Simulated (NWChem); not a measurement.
System: MgSi2H6; SMILES [SiH3][Mg][SiH3]

Here is an NWChem input.

```
start job
memory heap 200 mb stack 900 mb global 1100 mb
geometry units angstroms noautoz
  Mg    -0.000152    -0.000006     0.000141
  Si    -0.000638     2.592634     0.000302
  H     -1.254191     3.184230     0.607952
  H      0.099592     3.184969    -1.388829
  H      1.151960     3.185170     0.781970
  Si    -0.000677    -2.592648     0.000223
  H      0.902840    -3.185210    -1.059553
  H     -1.370601    -3.184319    -0.252476
  H      0.465051    -3.184866     1.312842
end
basis spherical
  Mg library cc-pvdz
  Si library cc-pvdz
  H library cc-pvdz
end
dft
  xc pbe0
  iterations 150
  mulliken
end
task dft energy
```

Geometry: optimised at PBE-D3(BJ)/def2-SVP.

**Question.** What results follow from this input? (PBE0/cc-pVDZ.) Quantities: basis functions; energy (Ha); highest occupied level (eV); orbital gap (eV).

**Answer.** 
```json
{
  "number_of_basis_functions": "84",
  "energy (Ha)": "-782.28",
  "highest occupied level (eV)": "-6.55",
  "orbital gap (eV)": "5.22"
}
```
